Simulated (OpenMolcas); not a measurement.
Ni4+ among 6 point charges of -2 e arranged as a trigonal antiprism (D3d), with a polar angle of 63.5° against the regular 54.74°.

- Program: OpenMolcas 26.06
- Method: CASSCF
- Basis: ANO-RCC-VDZP [5s4p2d1f]
- Scalar Hamiltonian: DKH2, point nucleus
- Active space: 6 electrons in 5 orbitals (3d)
- State averaging: 2S+1 = 5 even, 5 roots; 2S+1 = 3 even, 45 roots; 2S+1 = 1 even, 50 roots
- Spin-orbit coupling: state interaction with AMFI integrals over the reference wave functions

All point charges move together. At R = 1.63 Å the first state of the same spin is 4217 cm-1, and at R = 1.93 Å it is 2338 cm-1.

A third run gives 2977 cm-1. What distance was it run at?

With a power law R^-n the two known points give n = -ln(2338 / 4217) / ln(1.93 / 1.63) = 3.49. Then R = 1.63 × (4217 / 2977)^(1/3.49) = 1.801 Å. The run was at 1.8 Å, so the estimate is off by +0.001 Å.

Without dynamic correlation the repulsion within the d shell is too large (B by tens of per cent), so at a given field states of lower spin stand too high. Point charges give a weaker field than real ligands, and real ions of this kind are often low spin; the high spin found here belongs to the model. Point charges carry no covalency, so the field is a model and not that of real ligands. No measured value stands beside these numbers.
